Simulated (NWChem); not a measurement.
Program: NWChem. System: C2H6OSi2, charge 0, spin multiplicity 1, at a geometry optimised with B3LYP/def2-SVP. The structure started from a generated list of species. Level: CAM-B3LYP/def2-SVP.

Input file:

```
start mol
memory heap 200 mb stack 800 mb global 1000 mb
geometry units angstroms nocenter noautoz
  C      0.162038    -1.611714     0.000000
  C      1.307178    -0.892800     0.000000
  Si     1.100570     0.967862     0.000000
  Si    -1.230613     0.636487     0.000000
  O     -1.086066    -1.082607     0.000000
  H      0.139513    -2.708576     0.000000
  H      2.254910    -1.438037     0.000000
  H      1.650515     1.654950    -1.207274
  H      1.650515     1.654950     1.207274
  H     -2.000811     1.031874    -1.212211
  H     -2.000811     1.031874     1.212211
  symmetry group Cs
end
basis spherical
  * library def2-svp
end
dft
  xc xcamb88 1.00 lyp 0.81 vwn_5 0.19 hfexch 1.00
  cam 0.33 cam_alpha 0.19 cam_beta 0.46
  direct
  iterations 100
end
task dft energy
```

Part of the output:

```
             Northwest Computational Chemistry Package (NWChem) 7.3.0
             --------------------------------------------------------

                                NWChem Input Module
                                -------------------

 Scaling coordinates for geometry "geometry" by  1.889725989
 (inverse scale =  0.529177249)

 Turning off AUTOSYM since
 SYMMETRY directive was detected!

                             Geometry "geometry" -> ""
                             -------------------------

 Output coordinates in angstroms (scale by  1.889725989 to convert to a.u.)

  No.       Tag          Charge          X              Y              Z
 ---- ---------------- ---------- -------------- -------------- --------------
    1 C                    6.0000     0.16203800    -1.61171400     0.00000000
    2 C                    6.0000     1.30717800    -0.89280000     0.00000000
    3 Si                  14.0000     1.10057000     0.96786200     0.00000000
    4 Si                  14.0000    -1.23061300     0.63648700     0.00000000
    5 O                    8.0000    -1.08606600    -1.08260700     0.00000000
    6 H                    1.0000     0.13951300    -2.70857600     0.00000000
    7 H                    1.0000     2.25491000    -1.43803700     0.00000000
    8 H                    1.0000     1.65051500     1.65495000    -1.20727400
    9 H                    1.0000     1.65051500     1.65495000     1.20727400
   10 H                    1.0000    -2.00081100     1.03187400    -1.21221100
   11 H                    1.0000    -2.00081100     1.03187400     1.21221100

 Effective nuclear repulsion energy (a.u.)     277.6187860672

            Nuclear Dipole moment (a.u.)
            ----------------------------
        X                 Y               Z
 ---------------- ---------------- ----------------
    -0.0000056692    -0.0000359048     0.0000000000

      Symmetry information
      --------------------

 Group name             Cs
 Group number              2
 Group order               2
 No. of unique centers     9

      Symmetry unique atoms
[...]
              MO Center=  4.6D-01, -8.4D-01, -2.6D-15, r^2= 2.9D+00
   Bfn.  Coefficient  Atom+Function         Bfn.  Coefficient  Atom+Function
  ----- ------------  ---------------      ----- ------------  ---------------
    20      0.399504   2 C  pz               70     -0.341308   5 O  pz
    23      0.312208   2 C  pz               73     -0.285321   5 O  pz
     6      0.275129   1 C  pz                9      0.166870   1 C  pz
    90      0.112217   8 H  s                95     -0.112217   9 H  s
    89      0.101558   8 H  s                94     -0.101558   9 H  s

 Vector   28  Occ=0.000000D+00  E= 3.387011D-02  Symmetry=a"
              MO Center=  3.2D-01, -2.1D-01, -7.0D-15, r^2= 4.5D+00
   Bfn.  Coefficient  Atom+Function         Bfn.  Coefficient  Atom+Function
  ----- ------------  ---------------      ----- ------------  ---------------
    41      0.588356   3 Si pz               59      0.490292   4 Si pz
    90      0.481444   8 H  s                95     -0.481444   9 H  s
     9     -0.462280   1 C  pz                6     -0.402213   1 C  pz
   100      0.397552  10 H  s               105     -0.397552  11 H  s
    23      0.272608   2 C  pz               20      0.195889   2 C  pz

 Vector   29  Occ=0.000000D+00  E= 4.499022D-02  Symmetry=a'
              MO Center= -7.0D-01,  8.8D-01,  7.0D-15, r^2= 4.3D+00
   Bfn.  Coefficient  Atom+Function         Bfn.  Coefficient  Atom+Function
  ----- ------------  ---------------      ----- ------------  ---------------
    58      0.970972   4 Si py               40      0.531699   3 Si py
    67      0.447688   5 O  s                50      0.437928   4 Si s
    17      0.413085   2 C  s               100     -0.352546  10 H  s
   105     -0.352546  11 H  s                39      0.331994   3 Si px
    22      0.283839   2 C  py               32     -0.260407   3 Si s

 Vector   30  Occ=0.000000D+00  E= 7.221502D-02  Symmetry=a'
              MO Center=  5.6D-01,  1.0D+00, -1.8D-15, r^2= 5.0D+00
   Bfn.  Coefficient  Atom+Function         Bfn.  Coefficient  Atom+Function
  ----- ------------  ---------------      ----- ------------  ---------------
    39      0.974947   3 Si px               57      0.796841   4 Si px
    40     -0.780756   3 Si py               50      0.686354   4 Si s
    17     -0.652159   2 C  s                49      0.341619   4 Si s
    22     -0.300184   2 C  py               32     -0.298214   3 Si s
    58      0.248754   4 Si py               31     -0.246462   3 Si s

 center of mass
 --------------
 x =  -0.03097900 y =  -0.02314036 z =   0.00000000

 moments of inertia (a.u.)
 ------------------
         428.719924899083         -25.820867960155           0.000000000000
         -25.820867960155         501.800499556551           0.000000000000
           0.000000000000           0.000000000000         888.383729260648

     Multipole analysis of the density
     ---------------------------------

     L   x y z        total         alpha         beta         nuclear
     -   - - -        -----         -----         ----         -------
     0   0 0 0     -0.000000    -27.000000    -27.000000     54.000000

     1   1 0 0      0.141293      0.070650      0.070650     -0.000006
     1   0 1 0      0.161326      0.080681      0.080681     -0.000036
     1   0 0 1     -0.000000     -0.000000     -0.000000      0.000000

     2   2 0 0    -34.826659   -154.121506   -154.121506    273.416354
     2   1 1 0     -2.006099     -5.462221     -5.462221      8.918343
     2   1 0 1      0.000000      0.000000      0.000000      0.000000
     2   0 2 0    -32.252541   -133.154304   -133.154304    234.056067
     2   0 1 1      0.000000      0.000000      0.000000      0.000000
     2   0 0 2    -35.473676    -28.189222    -28.189222     20.904768

 Task  times  cpu:       59.6s     wall:       59.6s

 Total times  cpu:       59.6s     wall:       59.6s
```
